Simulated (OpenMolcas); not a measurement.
# neutral carbon: thermal populations, the spin-orbit constant, worked from levels

| Item | Value |
| --- | --- |
| Program | OpenMolcas 26.06 |
| Basis | ANO-RCC-VQZP [5s4p3d2f1g] |
| Scalar Hamiltonian | DKH2, point nucleus |
| Active space | 4 electrons in 8 orbitals (2s 2p 3s 3p) |
| State averaging | 2S+1 = 3 even, 3 roots; 2S+1 = 1 even, 6 roots; 2S+1 = 5 odd, 1 root; 2S+1 = 3 odd, 8 roots; 2S+1 = 1 odd, 3 roots |
| Spin-orbit coupling | state interaction with AMFI integrals over the reference wave functions, term energies averaged over their components |

Methods: CASSCF; SS-CASPT2, IPEA 0.25 Eh, imaginary shift 0.1 Eh (closed shells correlated: 1s). Measured levels: NIST Handbook of Basic Atomic Spectroscopic Data.

**Thermal populations.** Z = Σ (2J + 1) exp(-E/kT) with k = 0.695035 cm-1/K, over the levels below. No other level of either list lies under 60300 cm-1, which is above 7 kT at each temperature.

```csv
Level,2J + 1,SS-CASPT2,measured
2s² 2p² ³P₀,1,0.0,0.0
2s² 2p² ³P₁,3,14.8,16.4
2s² 2p² ³P₂,5,44.1,43.4
2s² 2p² ¹D₂,5,10150,10193
2s² 2p² ¹S₀,1,20680,21648
2s 2p³ ⁵S°₂,5,32060,33735
```

| T (K) | Z, SS-CASPT2 | Z, measured levels | Ground level (%), SS-CASPT2 | Ground level (%), measured levels |
| --- | --- | --- | --- | --- |
| 5000 | 9.197 | 9.192 | 10.9 | 10.9 |
| 8000 | 9.798 | 9.784 | 10.2 | 10.2 |
| 12000 | 10.640 | 10.603 | 9.4 | 9.4 |

At 12000 K, kT = 8340 cm-1, and the computed levels give Z = 1.000 + 2.995 + 4.974 + 1.481 + 0.084 + 0.107 = 10.640.

**The spin-orbit constant.** For the Hund term ³P of p2, E(J) = (A/2) J(J+1) + constant and ζ = 2S·A = 2A. From J = 0 to J = 2 the energy changes by 3 A.

| Source | E(2) - E(0) | A | ζ |
| --- | --- | --- | --- |
| CASSCF | 44.1 | 14.7 | 29 |
| SS-CASPT2 | 44.1 | 14.7 | 29 |
| measured | 43.4 | 14.5 | 29 |

All in cm-1. SS-CASPT2 is off by +1.6 % and CASSCF by +1.6 %. Both methods take the spin-orbit matrix elements from the reference wave functions, so the second can move ζ only through the term energies and any multistate remixing. Second-order mixing with other terms is absorbed into this ζ.

CASPT2 does not keep the components of a term degenerate, so their means are used; among the terms shown or strongly mixed into the levels shown the widest spread is 34 cm-1 (2s² 2p² ¹D, SS-CASPT2). Over all roots computed the reference weight is 0.94 to 0.99 in SS-CASPT2; the roots of lowest weight are the least certain, and an intruder state may touch them. The run also gave levels led by 2s² 2p 3s, which use shells meant for correlation; these and all levels above them are left out. Without dynamic correlation excited terms often stand tens of per cent too high (terms of higher spin than the ground term too low), and those without a measured partner can miss by more than the paired ones (holds for CASSCF). Computed and measured levels are paired by configuration, term and J; levels that our copy of the source lacks, or whose pairing is in doubt (as where it misses far off the trend of its configuration), stay unpaired and out of the deviations. Only configurations of the active space appear.

° marks odd parity.
